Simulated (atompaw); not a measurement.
What one change does to a pseudopotential (thallium (Tl), PAW (atompaw))

| Item | Value |
| --- | --- |
| Element | thallium |
| Generator | atompaw 4.2.0.5 |
| Type | PAW |
| Functional | LDA (PW92) |
| Relativity | scalar-relativistic |
| Frozen core | [Xe] 4f14 |
| Valence charge | 13 |
| Reference configuration | 5d10 6s2 6p1 |
| Partial waves | 6s (bound); 6s channel at 1.9 Ry; 6p (bound); 6p channel at 2.65 Ry; 5d (bound); 5d channel at 0.05 Ry |
| Local potential | vpsmatchnc scheme with l = 3 at -0.5 Ry, radius 2.55 bohr |
| Core correction | smooth core density matched at 1.40 bohr |
| Augmentation charge | sinc compensation charge, radius 2.55 bohr; PAW radius 2.70 bohr; waves and projectors: bloechl |

Change: local potential bessel scheme, radius 2.55 bohr.

Cutoffs: the cutoffs (Ry, on a coarse ladder) from which the occupation-weighted sum of valence levels, in a spherical-Bessel basis at the reference potential, stays within 10 and 1 mRy of its value at 400 Ry; they do not see the model core or the augmentation charge, which bear on the density cutoff.

Q: What does the change do?

A: The potential gets softer (50 Ry and 70 Ry → 35 Ry and 40 Ry); the bound ghost in s disappears; the range in which the s phases agree narrows (upper end at the end of the scan → 3.8). A state that the projectors do not describe sees the local part alone, so a deeper or shallower local part can create or remove a ghost.

| quantity | base | changed |
| --- | --- | --- |
| cutoff, loose | 50 Ry | 35 Ry |
| cutoff, tight | 70 Ry | 40 Ry |
| loose cutoff by channel (10 mRy a level) | s 25 Ry, p 6 Ry, d 40 Ry | s 6 Ry, p 6 Ry, d 25 Ry |
| bound ghosts | s | none |
| s: phases at 2.71 bohr within 0.05 rad from the reference energy up to (Ry; the scan ends near 5) | to the end of the scan | 3.8 |
| p: phases at 2.71 bohr within 0.05 rad from the reference energy up to (Ry; the scan ends near 5) | to the end of the scan | to the end of the scan |
| d: phases at 2.71 bohr within 0.05 rad from the reference energy up to (Ry; the scan ends near 5) | to the end of the scan | to the end of the scan |
| lowest overlap eigenvalue by channel | s 0.09, p 0.35, d 0.96 | s 0.36, p 0.55, d 0.83 |

 A true bound ghost makes a file unfit for plane-wave use even where its test errors are small: the radial tests pick states by their node count and pass the ghost by. The cutoffs see the waves, projectors and local potential, not the compensation charge or the core.
